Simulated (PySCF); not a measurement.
A structure optimised at PBE-D3(BJ)/def2-SVP, used in a PySCF frequency run:

```
N
H 1 1.0203
B 1 1.4352 2 118.29
B 1 1.4352 2 118.29 3 180.00
N 4 1.4399 1 117.08 2 180.00
H 5 1.0205 4 118.85 1 180.00
B 5 1.4271 6 119.72 4 180.00
N 7 1.4271 5 119.57 6 180.00
H 8 1.0205 7 119.72 5 180.00
H 3 1.2165 1 121.63 2 0.00
H 4 1.2165 1 121.63 2 0.00
```
Charge 0, spin multiplicity 2.

Write its SMILES, formula and point group.

[B]1NBNBN1, B₃H₅N₃, C2v

What are its rotational constants (standard atomic weights)?

5.7438, 5.2113, 2.7323 GHz
